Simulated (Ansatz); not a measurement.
A run of Ansatz (development build ahead of 0.2.0) on triplet BF₃ at this shape:

```xyz
4

B     0.0000    0.0000    0.0000
F    -0.4711   -0.8567    0.8725
F     0.6641    1.0531    0.4087
F    -0.1930   -0.1964   -1.2811
```

Its results:

| Quantity | Value |
| --- | --- |
| Converged | yes |
| Total energy | -322.51157 hartree |
| Spin squared of the determinant | 2.009 |
| Stability test | minimum |

Forces (eV/Å):
| atom | Fx | Fy | Fz |
| --- | --- | --- | --- |
| B1 | 3.359 | 6.108 | -6.220 |
| F2 | -3.411 | -6.203 | 6.318 |
| F3 | 1.122 | 1.644 | 2.111 |
| F4 | -1.069 | -1.549 | -2.209 |

Which input gives this output? Name the method, the orbitals and the basis set, and write the input.

UHF in def2-SVP.

```yaml
crystal:
  periodic: [false, false, false]
  atoms:
    - { symbol: B, position_ang: [0.0, 0.0, 0.0] }
    - { symbol: F, position_ang: [-0.4711, -0.8567, 0.8725] }
    - { symbol: F, position_ang: [0.6641, 1.0531, 0.4087] }
    - { symbol: F, position_ang: [-0.193, -0.1964, -1.2811] }
basis:
  gaussian: { orbitals: def2-SVP }
magnetization:
  spin_polarized: true
  initial_magnetization: 2
hamiltonian:
  xc: hf
output:
  forces: true
```

Caution: another spin multiplicity may lie lower; the determinant breaks the point group.
